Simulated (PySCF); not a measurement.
Input of a run (PBE0-D3(BJ)/def2-SVP geometry optimisation, gas phase (PySCF 2.14.0)), started from MMFF94s:
```
{"job": {"xc": "PBE0", "basis": "def2-SVP", "d3": "d3bj", "grid": 1, "kind": "geom"}, "charge": 0, "multiplicity": 1}
C      3.001518    -0.354421     0.222968
C      1.694462     0.388763     0.151460
O      1.644106     1.611110     0.093908
N      0.599491    -0.447658     0.139373
C     -0.800014    -0.001200     0.066477
C     -1.064290     0.766413    -1.238403
C     -1.162011     0.872789     1.277691
C     -1.700552    -1.250378     0.084515
H      2.967012    -1.106601     1.016279
H      3.812273     0.346425     0.440169
H      3.195061    -0.843805    -0.735422
H      0.772398    -1.444019     0.178093
H     -2.124993     1.023377    -1.338147
H     -0.497428     1.701708    -1.285591
H     -0.779268     0.167664    -2.111176
H     -2.226537     1.133256     1.273319
H     -0.597994     1.810916     1.289337
H     -0.946826     0.350870     2.217248
H     -1.478650    -1.909237    -0.763242
H     -2.761396    -0.981062     0.032353
H     -1.546361    -1.834913     0.999155
```

Output (energies in Eh, forces in Eh/bohr):
```
step   0  E = -365.79056835  max force = 0.016283
step   1  E = -365.79154343  max force = 0.004691
step   2  E = -365.79216603  max force = 0.005339
step   3  E = -365.79211080  max force = 0.005731
step   4  E = -365.79239166  max force = 0.003897
step   5  E = -365.79243236  max force = 0.004484
step   6  E = -365.79256479  max force = 0.000691
step   7  E = -365.79260401  max force = 0.000731
step   8  E = -365.79263297  max force = 0.000788
step   9  E = -365.79264322  max force = 0.000703
step  10  E = -365.79265598  max force = 0.000404
optimisation converged
```

Task: Summarise the run.

Result: The energy falls by 5.5 kJ/mol over 11 energy and gradient evaluations, the largest force component goes from 0.0163 to 4.0e-04 Eh/bohr, and the atoms move by 0.067 Å rms after alignment. The bond that changes most is C2–N4 (amide carbonyl carbon to amide nitrogen), which shortens by 0.018 Å. Bonds longer at the end by more than 0.005 Å: 5 of 20; shorter: 5. The energy rose by more than 1e-6 Eh at step 3. The first step brought 47 % of the lowering.

Task: What are the final bond lengths?

Result: C1–C2 1.516 Å, C2=O3 1.217 Å, C2–N4 1.360 Å, N4–C5 1.467 Å, C5–C6 1.531 Å, C5–C7 1.531 Å, C5–C8 1.526 Å, C1–H9 1.101 Å, C1–H10 1.096 Å, C1–H11 1.101 Å, N4–H12 1.011 Å, C6–H13 1.101 Å, C6–H14 1.098 Å, C6–H15 1.101 Å, C7–H16 1.101 Å, C7–H17 1.098 Å, C7–H18 1.101 Å, C8–H19 1.102 Å, C8–H20 1.099 Å, C8–H21 1.102 Å. Numbering counts from 1 in the input's order; the species is N-tert-butylacetamide, `CC(=O)NC(C)(C)C`.

The run used 177 basis functions and 78 SCF cycles in all. Rough CPU time on one thread of a shared machine: about 2 min.

Stationary, but not proved a minimum. The numbers are those of one conformer.

Conformer computed: `[CH3:1][C:2](=[O:3])[NH:4][C:5]([CH3:6])([CH3:7])[CH3:8]`: C1–C2–N4–C5 -178°, C2–N4–C5–C6 60°.
